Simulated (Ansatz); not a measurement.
A structure relaxed at PBE0-D4/def2-SVP in Ansatz, charge 0, singlet:

```
atom    x (Å)    y (Å)    z (Å)
 Hf1  -1.4983  -0.0783   0.5324
 Zr2   1.3723  -0.7474   0.0201
  O3  -0.4214  -1.1476  -0.7348
  O4   2.2875   0.3707  -0.9686
  O5   0.2651   0.1702   1.3911
  O6  -2.0052   1.4324  -0.2402
```

**Question.** Give its formula and point group.

**Answer.** HfZrO4. Point group Cs (tolerance 0.1 Å).

**Question.** Summarise the bond lengths by kind (pairs closer than 1.2 times the sum of covalent radii, bridged metal pairs left out).

**Answer.** 3 × O–Zr 1.75 to 1.99 Å; 3 × Hf–O 1.77 to 1.98 Å.

In the def2 sets Hf, Zr take a core potential; there is no spin–orbit coupling. The structure comes from a short search, and lower isomers may exist.
